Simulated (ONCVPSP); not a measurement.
# Which change was made? (Ga, ONCV)

Ga, optimised norm-conserving Vanderbilt (ONCV), made with ONCVPSP 4.0.1 (PBEsol, scalar-relativistic). Core [Ar], reference 3d10 4s1 4p2. Waves: 4s: rc 1.75 bohr, ncon 4, nbas 7, qcut 4.1 1/bohr, 2 projectors, debl 1.4 Ha; 4p: rc 2.05 bohr, ncon 4, nbas 7, qcut 3.8 1/bohr, 2 projectors, debl 1 Ha; 3d: rc 0.85 bohr, ncon 5, nbas 9, qcut 22.2 1/bohr, local. Local part: the d channel. Core correction: Teter function, fcfact 3.5, rcfact 1.7.

Cutoffs, loose and tight: the cutoffs (Ha) at which the residual kinetic energy of the hardest occupied pseudo-wave falls to 1 and 0.1 mHa per electron. They do not see the model core or the augmentation charge, which bear on the density cutoff. Test errors are all-electron minus pseudo excitation energies from the reference, over the configurations 3d10 4s2 4p1; 3d10 4s2 4p0; 3d10 4s1 4p0; 3d9 4s2 4p1; variants that change the core or the reference have their own tests.

The base gives: outcome: generated; cutoff, loose: 168 Ha; cutoff, tight: 192 Ha; bound ghosts: s, p; GHOST(+) flags above zero: s; largest test error (meV): -376.

Problem. After one change the result is: outcome: generated; cutoff, loose: 392 Ha; cutoff, tight: 437 Ha; bound ghosts: s, p; GHOST(+) flags above zero: none; largest test error (meV): -389. Which change was it?
A. fully relativistic
B. d: qcut 12.4
C. d: qcut 28.4

Solution. B. The others give: d: qcut 28.4 → outcome: generated; cutoff, loose: 231 Ha; cutoff, tight: 274 Ha; bound ghosts: s, p; GHOST(+) flags above zero: s; largest test error (meV): -370 | fully relativistic → outcome: generated, misses its reference levels by 0.28 eV; cutoff, loose: 168 Ha; cutoff, tight: 192 Ha; bound ghosts: s, p3/2, p1/2; GHOST(+) flags above zero: s; largest test error (meV): -370.
